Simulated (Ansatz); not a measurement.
`[SiH3]B[CH2][SnH3]` + `C[NH][InH2]` → `C[NH][SnH3]` + `[SiH3]B[CH2][InH2]`  (redistribution)

Calculated with Ansatz (gas phase, PBE0-D4/def2-TZVP geometries, no zero-point term in ΔE). CCSD(T)/CBS is the MP2 limit (def2-TZVPP, def2-QZVPP) plus CCSD(T) − MP2 in def2-TZVPP, frozen cores. Functionals use def2-TZVPP. HSE06 is defined as in plane-wave codes. Elements past krypton have def2 core potentials. For In, Sn outer-core shells are correlated without core-valence functions, which leaves a few kJ/mol of doubt a bond. Each species was taken in one conformer, which may not be the lowest.

`[SiH3]B[CH2][SnH3]`:

```xyz
13

Si   -0.777    1.523   -1.206
B    -0.475    0.715    0.618
C     0.876    0.203    1.057
Sn    0.437   -1.832    0.290
H    -2.047    1.080   -1.848
H    -0.845    3.009   -1.072
H     0.338    1.217   -2.152
H    -1.413    0.581    1.359
H     1.074    0.029    2.116
H     1.774    0.483    0.507
H    -1.055   -1.920   -0.531
H     0.411   -2.866    1.642
H     1.702   -2.223   -0.779
```

`C[NH][InH2]`:

Z-matrix (Å, degrees):
```
C
N 1 1.443
H 1 1.098 2 112.6
H 1 1.093 2 110.1 3 119.2
H 1 1.098 2 112.6 3 -121.6
In 2 2.011 1 128.0 3 -119.2
H 2 1.008 1 112.6 3 60.8
H 6 1.711 2 115.1 1 180.0
H 6 1.713 2 113.8 1 -0.0
```

`C[NH][SnH3]`:

Z-matrix (Å, degrees):
```
C
N 1 1.451
H 1 1.094 2 109.7
H 1 1.095 2 110.3 3 -117.1
H 1 1.101 2 115.2 3 121.0
Sn 2 2.028 1 118.3 3 -54.0
H 2 1.011 1 111.0 3 174.0
H 6 1.718 2 112.2 1 -55.0
H 6 1.705 2 106.4 1 -176.1
H 6 1.706 2 105.8 1 64.1
```

`[SiH3]B[CH2][InH2]`:

```xyz
12

Si   -1.097    1.060   -0.732
B     0.540   -0.077   -1.064
C     1.596   -0.041   -0.024
In   -0.081   -1.107    1.194
H    -1.662    0.515    0.595
H    -0.857    2.491   -0.404
H    -2.250    0.943   -1.661
H     0.530   -0.912   -1.924
H     1.722    0.791    0.670
H     2.480   -0.677   -0.076
H    -0.977   -2.449    0.624
H     0.057   -0.538    2.803
```

```
          level  ΔE (kJ/mol)
        BLYP-D4         16.0
     r2SCAN0-D4          6.9
       HSE06-D4          7.3
         B2PLYP         14.4
       PBE-QIDH          7.6
         r2SCAN          6.6
          HSE06          8.1
CCSD/def2-TZVPP         12.1
```

What does CCSD(T)/CBS give? (Best estimate.)

The calculation gave: +6.2 kJ/mol. The listed levels differ from it by 9.8, 0.7, 1.1, 8.2, 1.4, 0.4, 1.9, 5.9 kJ/mol.

What do rigid-rotor, harmonic-oscillator terms from PBE0-D4/def2-TZVP frequencies (298.15 K, 1 bar) make of the CCSD(T)/CBS value? (An estimate is asked.)

Ansatz gave: ΔZPE = +0.3 kJ/mol, ΔH = +5.2 kJ/mol, ΔS = -19 J/(mol·K), ΔG = +10.9 kJ/mol. Modes under 50 cm⁻¹ make the entropy rough.

Largest T1 diagnostic among the species: 0.016.

At CCSD(T), def2-SVP lies +9.8 kJ/mol from the extrapolated value and def2-TZVPP +3.0 kJ/mol. In def2-TZVPP, CCSD(T) changes the Hartree–Fock value by −16.0 kJ/mol (the triples alone add −2.9 kJ/mol) and MP2 by −17.2 kJ/mol.
